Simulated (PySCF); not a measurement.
PySCF input (BP86/def2-SVP):

```python
from pyscf import gto, dft

mol = gto.M(
    atom='''
    C     1.90795100   -0.69549700   -0.16332800
    C     0.76181700   -0.39548200    0.82378300
    B    -0.48666200    0.27079800    0.18322300
    N    -1.18740800    1.37393300    0.59983600
    N    -1.02516600   -0.40969600   -1.14270600
    H     1.61994400   -1.42510300   -0.92613000
    H     2.76281300   -1.12134800    0.35919500
    H     2.25305400    0.20873100   -0.66832100
    H     1.12884900    0.23391200    1.63744400
    H     0.44983600   -1.33254300    1.30440400
    H    -2.00578700    1.77228300    0.16439300
    H    -0.91021900    1.87886200    1.42944200
    H    -0.29001900   -0.41517900   -1.85474500
    H    -1.84842800    0.03423300   -1.55175000
    H    -1.25732500   -1.39162600   -0.97269700
    ''',
    basis='def2-svp',
    charge=1,
    spin=0,
    verbose=4,
)

mf = dft.RKS(mol, xc='bp86')
mf.grids.level = 3
mf.conv_tol = 1e-9
mf.max_cycle = 100
mf.max_memory = 1500
mf.kernel()
if not mf.converged:
    mf = mf.newton()
    mf.kernel(mf.make_rdm1())
mf.dip_moment()
```

Output:

```
PySCF version 2.14.0

[INPUT] verbose = 4
[INPUT] num. atoms = 15
[INPUT] num. electrons = 40
[INPUT] charge = 1
[INPUT] spin (= nelec alpha-beta = 2S) = 0
[INPUT] symmetry False subgroup None
[INPUT] Mole.unit = angstrom
[INPUT] Symbol           X                Y                Z      unit          X                Y                Z       unit  Magmom
[INPUT]  1 C      1.907951000000  -0.695497000000  -0.163328000000 AA    3.605504849090  -1.314298850457  -0.308645188473 Bohr   0.0
[INPUT]  2 C      0.761817000000  -0.395482000000   0.823783000000 AA    1.439625487038  -0.747352667195   1.556724256073 Bohr   0.0
[INPUT]  3 B     -0.486662000000   0.270798000000   0.183223000000 AA   -0.919657895233   0.511734055080   0.346241289721 Bohr   0.0
[INPUT]  4 N     -1.187408000000   1.373933000000   0.599836000000 AA   -2.243875918118   2.596357083502   1.133525759655 Bohr   0.0
[INPUT]  5 N     -1.025166000000  -0.409696000000  -1.142706000000 AA   -1.937282972216  -0.774213234330  -2.159401380897 Bohr   0.0
[INPUT]  6 H      1.619944000000  -1.425103000000  -0.926130000000 AA    3.061250497132  -2.693054369296  -1.750132055743 Bohr   0.0
[INPUT]  7 H      2.762813000000  -1.121348000000   0.359195000000 AA    5.220959903388  -2.119040610329   0.678780175313 Bohr   0.0
[INPUT]  8 H      2.253054000000   0.208731000000  -0.668321000000 AA    4.257655003856   0.394444423707  -1.262943653295 Bohr   0.0
[INPUT]  9 H      1.128849000000   0.233912000000   1.637444000000 AA    2.133215445989   0.442029617249   3.094320704312 Bohr   0.0
[INPUT] 10 H      0.449836000000  -1.332543000000   1.304404000000 AA    0.850066840970  -2.518141319206   2.464966315787 Bohr   0.0
[INPUT] 11 H     -2.005787000000   1.772283000000   0.164393000000 AA   -3.790388094213   3.349129485223   0.310657746796 Bohr   0.0
[INPUT] 12 H     -0.910219000000   1.878862000000   1.429442000000 AA   -1.720064623375   3.550534605853   2.701253890951 Bohr   0.0
[INPUT] 13 H     -0.290019000000  -0.415179000000  -1.854745000000 AA   -0.548056480920  -0.784574602671  -3.504960080906 Bohr   0.0
[INPUT] 14 H     -1.848428000000   0.034233000000  -1.551750000000 AA   -3.493022680978   0.064690994422  -2.932382513794 Bohr   0.0
[INPUT] 15 H     -1.257325000000  -1.391626000000  -0.972697000000 AA   -2.375999899569  -2.629792007824  -1.838130932186 Bohr   0.0

nuclear repulsion = 179.562676800197
number of shells = 60
number of NR pGTOs = 190
number of NR cGTOs = 120
basis = def2-svp
ecp = {}

******** <class 'pyscf.dft.rks.RKS'> ********
method = RKS
initial guess = minao
damping factor = 0
level_shift factor = 0
DIIS = <class 'pyscf.scf.diis.CDIIS'>
diis_start_cycle = 1
diis_space = 8
diis_damp = 0
SCF conv_tol = 1e-09
SCF conv_tol_grad = None
SCF max_cycles = 100
direct_scf = True
direct_scf_tol = 1e-13
XC library pyscf.dft.libxc version 7.1.2
    S. Lehtola, C. Steigemann, M. J. T. Oliveira, and M. A. L. Marques,  SoftwareX 7, 1–5 (2018)
XC functionals = bp86
    A. D. Becke,  Phys. Rev. A 38, 3098 (1988)
    J. P. Perdew,  Phys. Rev. B 33, 8822 (1986)
    J. P. Perdew,  Phys. Rev. B 34, 7406–7406 (1986)
radial grids:
    Treutler-Ahlrichs [JCP 102, 346 (1995); DOI:10.1063/1.469408] (M4) radial grids

becke partition: Becke, JCP 88, 2547 (1988); DOI:10.1063/1.454033
pruning grids: <function nwchem_prune>
grids dens level: 3
symmetrized grids: False
atomic radii adjust function: <function treutler_atomic_radii_adjust>
small_rho_cutoff = 0
Set gradient conv threshold to 3.16228e-05
Initial guess from minao.
tot grids = 168168
init E= -216.656722463942
  HOMO = -0.347756778010685  LUMO = -0.0750861150067861  gap/eV = 7.41975
cycle= 1 E= -216.18444426927  delta_E= 0.472  |g|= 0.566  |ddm|= 3.72
  HOMO = -0.355016793643611  LUMO = -0.187272005847498  gap/eV = 4.56457
cycle= 2 E= -216.073843296841  delta_E= 0.111  |g|= 0.876  |ddm|= 1.34
  HOMO = -0.434502411280807  LUMO = -0.196425084850519  gap/eV = 6.47841
cycle= 3 E= -216.264287174787  delta_E= -0.19  |g|= 0.127  |ddm|= 0.827
  HOMO = -0.444637978904179  LUMO = -0.198814592671944  gap/eV = 6.68920
cycle= 4 E= -216.267798992659  delta_E= -0.00351  |g|= 0.0478  |ddm|= 0.138
  HOMO = -0.443604981712856  LUMO = -0.19718946843921  gap/eV = 6.70531
cycle= 5 E= -216.26835072332  delta_E= -0.000552  |g|= 0.00861  |ddm|= 0.044
  HOMO = -0.443203837732065  LUMO = -0.196280867086237  gap/eV = 6.71912
cycle= 6 E= -216.26836782295  delta_E= -1.71e-05  |g|= 0.00227  |ddm|= 0.00998
  HOMO = -0.443215138127863  LUMO = -0.196660011809175  gap/eV = 6.70911
cycle= 7 E= -216.268369361683  delta_E= -1.54e-06  |g|= 0.000636  |ddm|= 0.00338
  HOMO = -0.443222708440506  LUMO = -0.196638450256108  gap/eV = 6.70990
cycle= 8 E= -216.268369432418  delta_E= -7.07e-08  |g|= 0.000195  |ddm|= 0.00066
  HOMO = -0.443221070845659  LUMO = -0.196636386367441  gap/eV = 6.70991
cycle= 9 E= -216.268369440514  delta_E= -8.1e-09  |g|= 5.74e-05  |ddm|= 0.000182
  HOMO = -0.443224775608946  LUMO = -0.19663949818168  gap/eV = 6.70993
cycle= 10 E= -216.268369441283  delta_E= -7.69e-10  |g|= 1.08e-05  |ddm|= 5.81e-05
  HOMO = -0.443224774633162  LUMO = -0.196638685158995  gap/eV = 6.70995
Extra cycle  E= -216.268369441258  delta_E= 2.5e-11  |g|= 1.5e-05  |ddm|= 2.2e-05
converged SCF energy = -216.268369441258

WARN: System has nonzero charge 1; the dipole moment is origin-dependent.
Location of origin: [0. 0. 0.]

Dipole moment(X, Y, Z, Debye): -4.34190,  0.14093, -2.92465
```

The dipole moment of an ion depends on the origin.

The geometry given is a B3LYP-D3(BJ)/def2-TZVP minimum.
